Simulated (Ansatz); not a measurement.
# Predicting a hybrid from its neighbours: HfF4

The species is HfF4 (5 atoms), meant as a singlet with charge 0. As SMILES, `F[Hf](F)(F)F`. The shape is that of a PBE0-D4/def2-TZVP optimisation.

The vertical energy of the triplet above the singlet y, in eV, basis def2-SVP with a core potential; a is the functional's share of exact exchange. Programs: Ansatz 0.2.0.

| functional | program | a | y (eV) |
| --- | --- | --- | --- |
| BLYP | Ansatz | 0 | 8.39 |
| PBE | Ansatz | 0 | 8.41 |
| B3LYP | Ansatz | 0.2 | ? |
| PBE0 | Ansatz | 0.25 | 9.36 |
| BHLYP | Ansatz | 0.5 | 9.94 |

Task: Fit y = c + s·a to the known rows and predict B3LYP.

Result: 
1. Means of the 4 rows: a = 0.1875, y = 9.025.
2. Σ(Δa)² = 0.17188, Σ(Δa·Δy) = 0.54125, so the slope is 0.54125/0.17188 = 3.149.
3. Intercept: 9.025 − (3.149) × 0.1875 = 8.435. The largest residual of the fit is 0.14.
4. B3LYP: 8.435 + (3.149) × 0.2 = 9.06 eV.

The run gave 9.23 eV, so the prediction is off by -0.17 eV, about the largest residual. Spin-orbit coupling is left out.
